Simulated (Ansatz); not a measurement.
Two isomers of C2H8BFSi: A = `BC[SiH2]CF`, B = `CB[SiH](C)F`.

Computed with Ansatz on PBE0-D4/def2-TZVP structures; ΔE is electronic, products minus reactants. CCSD(T)/CBS is the MP2 limit (def2-TZVPP, def2-QZVPP) plus CCSD(T) − MP2 in def2-TZVPP, frozen cores. DFT in def2-TZVPP. B3LYP here is the variant with VWN-RPA as its local correlation; programs differ in this. Each species was taken in one conformer, which may not be the lowest.

A:

```xyz
13

B     0.1814    0.4999   -2.2439
C     0.7308    0.3664   -0.8200
Si   -0.6635   -0.3131    0.2584
C    -0.0506   -0.4210    2.0493
F     0.3902    0.8257    2.4829
H    -0.4123    1.4852   -2.5782
H     0.2746   -0.4057   -3.0231
H     0.9822    1.3142   -0.3321
H     1.5475   -0.3531   -0.7054
H    -1.8565    0.5703    0.2039
H    -1.0569   -1.6880   -0.1545
H     0.7821   -1.1267    2.1416
H    -0.8489   -0.7540    2.7211
```

B:

Z-matrix (Å, degrees):
```
C
B 1 1.554
H 1 1.104 2 104.0
H 1 1.094 2 113.5 3 -113.2
H 1 1.092 2 116.9 3 117.4
Si 2 2.014 1 121.1 3 -103.3
H 2 1.201 1 117.9 3 75.0
F 6 1.613 2 112.2 1 169.8
C 6 1.868 2 111.3 1 -69.1
H 6 1.494 2 110.1 1 51.9
H 9 1.094 6 110.3 2 60.0
H 9 1.092 6 111.4 2 -60.1
H 9 1.092 6 110.6 2 179.5
```

Task: Which is lower in electronic energy at CCSD(T)/CBS, and by how much? (Best estimate.)

Result: Computed: B, by 51.3 kcal/mol.

Task: Give E(B) − E(A) in kcal/mol with B3LYP, PBE0-D4, ωB97M-V, CCSD(T)/def2-TZVPP, MP2/def2-TZVPP, B2PLYP, PBE-D4. (An estimate is asked.)

Result: Ansatz gave: B3LYP -50.0, PBE0-D4 -49.8, ωB97M-V -49.2, CCSD(T)/def2-TZVPP -50.3, MP2/def2-TZVPP -51.4, B2PLYP -50.6, PBE-D4 -48.7. None reverses the order clearly.

Largest T1 diagnostic: 0.011.

From PBE to PBE0 (25 % exact exchange), in def2-TZVPP and without D4, E(B) − E(A) moves by −1.0 kcal/mol.
